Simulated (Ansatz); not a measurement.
Molecule: RbO, net charge 0, doublet state. SMILES: [Rb][O]
Structure (B3LYP-D3(BJ)/def2-TZVP (Ansatz, a first-principles code) minimum search):
```xyz
2

Rb     0.0000     0.0000    -0.4183
O      0.0000     0.0000     1.9348
```
Charge 0, spin multiplicity 2.

Property: atomisation energy, in kcal/mol. Terms: STO-3G and 3-21G all-electron and non-relativistic; def2 sets with scalar-relativistic core potentials past Kr; LANL2DZ with its own core potentials from Na on; UHF or UKS for open shells; no spin-orbit coupling; six Cartesian d functions in 6-31G* and its kin unless marked 5d; atomisation electronic, to ground-state atoms. Ab initio and DFT rows: single points at B3LYP-D3(BJ) geometries (Ansatz).

```tsv
level	program	atomisation energy (kcal/mol)
B3LYP/STO-3G	Ansatz	42.9
B3LYP/3-21G	Ansatz	26.5
B3LYP/LANL2DZ	Ansatz	38.7
B3LYP/def2-SVP	Ansatz	54.9
B3LYP/6-31G* with LANL2DZ past Ar	Ansatz	34.4
B3LYP/def2-TZVPD	Ansatz	61.8
```

No value to compare with is used here. The 5 habitual levels span 26.5 (B3LYP/3-21G) to 54.9 kcal/mol (B3LYP/def2-SVP); B3LYP/def2-TZVPD gives 61.8.

The sets are all those run for this method; left out are runs that failed, that the program found above a lower state of the same kind, or whose <S^2> lies over 0.5 above the pure value.
